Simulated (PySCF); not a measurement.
C2H4N, SMILES [NH+]#CC, charge +1. Atoms are numbered in the order given.

```xyz
7

C      0.0000     0.0000    -1.2658
C      0.0000     0.0000     0.1678
N      0.0000     0.0000     1.3058
H     -0.8952     0.5168    -1.6225
H      0.0000    -1.0337    -1.6225
H      0.8952     0.5168    -1.6225
H      0.0000     0.0000     2.3152
```
Charge +1, spin multiplicity 1.

Geometry: B3LYP-D3(BJ)/def2-TZVP. The isomer is the one that the SMILES or the coordinates give; other isomers of the formula were not compared.

The numbers are results of PBE/def2-TZVPD (PySCF), not measurements.

The molecule is in vacuum.

### Question
Estimate the frontier levels, gap, dipole moment and polarisability. (An estimate is asked for; the answer gives what the named calculation found.)

### Answer

- highest occupied level: -15.87 eV
- lowest empty level: -7.93 eV
- orbital gap: 7.94 eV
- dipole moment about the centre of nuclear charge: 0.93 D
- mean static polarisability: 26.6 bohr³ (3.94 Å³)
- polarisability, principal values: 20.1, 20.1, 39.5 bohr³
